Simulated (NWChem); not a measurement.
CH$_{5}$FO$_{2}$Si; SMILES F[SiH](O)OC

```xyz
10

Si     0.0359    -0.4925     0.3723
O      0.9317    -1.7178    -0.2494
F     -1.4926    -0.5493    -0.1372
O      0.6768     0.9272    -0.1505
C      0.0164     2.1867    -0.0653
H      0.0228    -0.6551     1.8351
H      1.2538    -1.5926    -1.1536
H     -0.0842     2.5101     0.9790
H      0.6245     2.9216    -0.5996
H     -0.9788     2.1467    -0.5233
```
Atoms are numbered in this order, from 1.

Coordinates come from a B3LYP/6-31G* (spherical d) optimisation.

Task: Give the principal values of the shielding tensors (ppm) of Si1, O2, F3, O4, C5 from Hartree-Fock/6-31G* (spherical d), GIAO (NWChem), with their diamagnetic and paramagnetic parts as GIAO splits them.

Result: 
```tsv
atom	σ11	σ22	σ33	isotropic	diamagnetic	paramagnetic
Si1	475.1	506.6	513.3	498.3	876.7	-378.4
O2	264.0	287.7	342.6	298.1	394.3	-96.1
F3	321.2	335.0	425.2	360.4	472.8	-112.4
O4	276.3	339.1	376.7	330.7	395.4	-64.7
C5	130.0	133.7	196.1	153.2	245.0	-91.7
```
